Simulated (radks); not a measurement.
The beryllium ion Be+, [He] 2s1. Method: non-relativistic Kohn-Sham, LDA (Slater exchange, Perdew-Wang correlation), spin-polarised, spherical densities, point nucleus; computed with a radial shooting solver on a logarithmic mesh with Libxc functionals. Every spin shell is full or empty, so the densities are truly spherical. Functionals are evaluated on that one density, not self-consistently. Rank these exchange functionals by their error against the exact value of the orbitals, and give that value: LDA, B88, PBE, PBEsol, RPBE, PW86, WC, AM05, SOGGA, B86b, G96, EV93, r2SCAN, Tao-Mo, MVS.

Answer. Exact: -2.47467 hartree. From best to worst, with 100 (|E| - |E exact|)/|E exact| (equal figures are ties): r2SCAN -0.03, G96 -0.05, MVS -0.08, B88 -0.22, B86b -0.29, RPBE +0.45, Tao-Mo +0.56, PW86 +0.57, PBE -1.20, WC -3.26, EV93 +4.61, PBEsol -5.56, SOGGA -5.74, AM05 -10.43, LDA -13.40.
